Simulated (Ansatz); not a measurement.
Several settings on one geometry of Ta₂Si (that of the charge 0 singlet, PBE-D4/def2-TZVP). Ansatz on 4 threads of Arm Neoverse V1 on a shared host; times are rough.

Cartesian coordinates in Å:
```
Ta -0.375 0.983 -0.854
Ta 0.898 0.358 0.950
Si -0.523 -1.341 -0.096
```

Totals from different functionals, basis sets or treatments of relativity can't be compared as stabilities.

In the def2 sets Ta takes a core potential; there is no spin–orbit coupling.

The spins typed aren't always the lowest for that charge.

(1) Give the basis size and estimate the energy, ⟨S²⟩, dipole and time of these runs.

```tsv
run	method	charge	state	further keys
1	RKS PBE/def2-mTZVP	0	singlet	scf: {omitted_lower_state_checks: [starts]}; forces asked
2	RKS r2SCAN50-D4/def2-mTZVPP	0	singlet	scf: {omitted_lower_state_checks: [starts]}; forces asked
3	UKS B97M-V/def2-SVP	1	doublet	–
4	RKS r2SCAN0-D4/def2-mTZVPP	0	singlet	nuclear_model: gaussian; forces asked
```

## Answers

(1) 
```tsv
run	functions	energy (Eh)	⟨S²⟩	dipole (D)	wall time
1	94	-403.2628	–	2.92	1.1 s
2	99	-403.0876	–	3.86	5.5 s
3	82	-402.9034	0.77	–	86 s
4	99	-403.2126	–	3.53	5 s
```

The restricted singlet is unstable towards broken spin symmetry at other levels; at RKS PBE/def2-mTZVP, RKS r2SCAN50-D4/def2-mTZVPP, RKS r2SCAN0-D4/def2-mTZVPP this wasn't settled.
